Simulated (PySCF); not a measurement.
## Field gradients at the hydrogen positions

Compound: C7H13ClO2.
Structure used (GFN2-xTB), in Å, numbered top down from 1:
```
atom  x, y, z in Å
C1    -2.7312   -0.0274   -0.8655
C2    -1.2113    0.0795   -0.8752
C3    -0.5991    0.1258    0.5290
C4    -0.8025   -1.1770    1.2962
C5     0.9210    0.4054    0.4201
O6     1.5039   -0.5876   -0.3788
C7     2.9112   -0.6329   -0.3306
C8     1.1661    1.7818   -0.1515
O9     1.6325    2.0828   -1.1951
Cl10   0.6685    3.0506    0.9886
H11   -3.1113    0.0490   -1.8812
H12   -3.1688    0.7753   -0.2755
H13   -3.0581   -0.9785   -0.4548
H14   -0.9284    0.9897   -1.4084
H15   -0.7811   -0.7652   -1.4135
H16   -1.0479    0.9487    1.0941
H17   -0.3524   -1.1120    2.2845
H18   -0.3424   -1.9998    0.7563
H19   -1.8610   -1.3833    1.4188
H20    1.3563    0.3918    1.4350
H21    3.3626    0.2760   -0.7382
H22    3.2041   -1.4840   -0.9416
H23    3.2645   -0.7816    0.6974
```

Level: PBE0/pcSseg-1 (PySCF, non-relativistic); Q(2H) = 0.00286 b; rigid geometry, the same for H and D, with no vibrational averaging.

**Question.** Rank these positions by the coupling χzz of a deuteron there, largest first.
A. H20 (methine hydrogen)
B. H14 (methylene hydrogen)
C. H22 (methyl hydrogen)
D. H18 (methyl hydrogen)
E. H16 (methine hydrogen)

**Answer.** D (211 kHz), C (206 kHz), B (202 kHz), E (195 kHz), A (182 kHz).

**Question.** What are Vzz, η and χzz (234.96 MHz × Q × Vzz) at all hydrogens?

**Answer.** 
```tsv
atom	bonded to	bond length (Å)	Vzz (au)	η	χzz (kHz)
H11	C1	1.087	0.3164	0.02	213
H12	C1	1.088	0.3140	0.02	211
H13	C1	1.086	0.3176	0.02	213
H14	C2	1.092	0.3003	0.06	202
H15	C2	1.090	0.3038	0.02	204
H16	C3	1.095	0.2909	0.03	195
H17	C4	1.088	0.3148	0.03	212
H18	C4	1.086	0.3140	0.02	211
H19	C4	1.085	0.3192	0.02	215
H20	C5	1.104	0.2706	0.05	182
H21	C7	1.094	0.2904	0.08	195
H22	C7	1.088	0.3066	0.07	206
H23	C7	1.097	0.2891	0.09	194
```

**Question.** How does χzz go with the bond length over the 13 C–H bonds?

**Answer.** A straight-line fit has a slope of -17.7 kHz for each 0.01 Å, with a correlation coefficient of -0.98, over lengths from 1.085 to 1.104 Å. The longer bonds have the smaller couplings here.

**Question.** A static deuteron (I = 1) shows a doublet split by (3/2)χ, (3/4)χ(1 + η) and (3/4)χ(1 − η) with the field along z, y and x of the gradient. What are these for H14?

**Answer.** With |χ| = 201.8 kHz and η = 0.062: 303, 161 and 142 kHz, to first order and without motion.

Isolated species at its GFN2-xTB geometry (one conformer only). GFN2-xTB bond lengths can be off by several hundredths of an ångström, more for odd bonds, and the gradients follow them. With so small a basis the couplings can be 20 % off.
